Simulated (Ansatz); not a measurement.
```xyz
9

S     0.583   -1.664   -1.076
C    -0.664   -0.671   -0.219
Si    0.082    0.708    0.802
I     1.257    2.264   -0.676
H     1.229   -0.638   -1.658
H    -1.161   -1.357    0.474
H    -1.421   -0.300   -0.912
H     1.066    0.170    1.768
H    -0.971    1.489    1.498
```

The species carries charge 0 and has multiplicity 1. I takes the def2 core potential.

(1) List the PBE/def2-TZVPP orbital energies in eV (Ansatz). (An estimate is asked.)

Answers

(1) Ansatz gave: Occupied: -2395.95, -1780.58, -270.03, -208.88, -179.90, -155.06, -154.95, -154.75, -138.27, -127.26, -127.05, -127.04, -95.06, -94.96, -94.96, -49.37, -49.31, -49.30, -49.13, -49.13, -19.76, -17.62, -16.20, -13.06, -11.42, -10.16, -9.87, -8.90, -8.40, -8.03, -6.75, -6.63, -5.73. Lowest empty: -1.50, -0.79, 0.07, 0.09, 0.43, 0.82, 1.07, 1.31.
